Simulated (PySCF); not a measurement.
Input file for PySCF: R-HF/STO-3G on C4H8O (a complex), monomers drawn apart or pushed together.

```python
from pyscf import gto, scf, dft, mp
from pyscf.data.elements import chemcore

mol = gto.M(
    atom='''
    C    -1.46575172   -0.15330927    0.90155370
    O    -0.45282755   -0.35188235    0.45449723
    C     0.21311257    1.37869513    4.43865406
    C     0.84873858   -0.00609227    4.34953681
    C    -0.10799950   -1.12142912    4.76216025
    H     0.91058899    2.16144894    4.13448886
    H    -0.66893216    1.44900919    3.79702494
    H    -0.10916815    1.59657363    5.45993293
    H     1.74043162   -0.03873736    4.98250189
    H     1.19747710   -0.18308071    3.32808703
    H     0.36271386   -2.10343200    4.68606857
    H    -0.44112232   -0.98951555    5.79461824
    H    -1.00012171   -1.12846824    4.13072958
    ''',
    basis='sto-3g',
    charge=0, spin=0, verbose=3, max_memory=1800)
mf = scf.RHF(mol)
mf.conv_tol = 1e-8
mf.max_cycle = 100
mf.kernel()
if not mf.converged:
    mf = mf.newton().run(mf.mo_coeff, mf.mo_occ)
```

Output:

```
converged SCF energy = -228.110011745426
```

The run converged.

Cost: about 0.20 core-seconds (a rough figure).
